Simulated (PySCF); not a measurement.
Isomers of C6H10Cl2, mass 152.016 u with the commonest isotopes. The calculation used PBE0/def2-SVPD in PySCF (dipole) on a GFN2-xTB geometry, gas phase. One conformer each, none proved a minimum here; rigid rotors.

Task: Order these by rotational constant B, largest first.
A. `[Cl:1][C@H:2]1[CH2:3][CH2:4][C@@H:5]([Cl:6])[CH2:7][CH2:8]1` with Cl1–C2–C3–C4 67°, C2–C3–C4–C5 56°, C3–C4–C5–Cl6 180°, C4–C5–C7–C8 59°
B. `[CH3:1]/[CH:2]=[C:3](\[CH3:4])[C@H:5]([Cl:6])[CH2:7][Cl:8]` with C2–C3–C5–Cl6 -115°, C3–C5–C7–Cl8 -61°
C. `[CH3:1]/[CH:2]=[C:3](/[CH3:4])[CH2:5][CH:6]([Cl:7])[Cl:8]` with C2–C3–C5–C6 75°, C3–C5–C6–Cl7 -174°

Result: B (1173 MHz), C (920.9 MHz), A (806.0 MHz).

Task: Order these by out-of-plane moment Σ m c² = (Ia + Ib − Ic)/2, smallest first.
A. `[CH3:1]/[CH:2]=[C:3](/[CH3:4])[CH2:5][CH:6]([Cl:7])[Cl:8]` with C2–C3–C5–C6 75°, C3–C5–C6–Cl7 -174°
B. `[CH3:1]/[CH:2]=[C:3](\[CH3:4])[C@H:5]([Cl:6])[CH2:7][Cl:8]` with C2–C3–C5–Cl6 -115°, C3–C5–C7–Cl8 -61°
C. `[Cl:1][C@H:2]1[CH2:3][CH2:4][C@@H:5]([Cl:6])[CH2:7][CH2:8]1` with Cl1–C2–C3–C4 67°, C2–C3–C4–C5 56°, C3–C4–C5–Cl6 180°, C4–C5–C7–C8 59°

Result: B (63.46 u·Å²), A (69.21 u·Å²), C (88.70 u·Å²).

Task: Order these by dipole moment, smallest first.
A. `[CH3:1]/[CH:2]=[C:3](/[CH3:4])[CH2:5][CH:6]([Cl:7])[Cl:8]` with C2–C3–C5–C6 75°, C3–C5–C6–Cl7 -174°
B. `[CH3:1]/[CH:2]=[C:3](\[CH3:4])[C@H:5]([Cl:6])[CH2:7][Cl:8]` with C2–C3–C5–Cl6 -115°, C3–C5–C7–Cl8 -61°
C. `[Cl:1][C@H:2]1[CH2:3][CH2:4][C@@H:5]([Cl:6])[CH2:7][CH2:8]1` with Cl1–C2–C3–C4 67°, C2–C3–C4–C5 56°, C3–C4–C5–Cl6 180°, C4–C5–C7–C8 59°

Result: B (1.13 D), A (2.39 D), C (3.10 D).

```csv
SMILES,point group,Ia (u·Å²),Ib (u·Å²),Ic (u·Å²),κ,μa (D),μb (D),μc (D)
C/C=C(/C)CC(Cl)Cl,C1,283.29,548.81,693.68,-0.64,2.26,0.77,0.15
C/C=C(\C)[C@H](Cl)CCl,C1,398.32,430.67,702.06,0.65,1.04,0.38,0.21
Cl[C@H]1CC[C@@H](Cl)CC1,Cs,189.50,627.00,639.10,-0.98,1.21,0.01,2.86
```
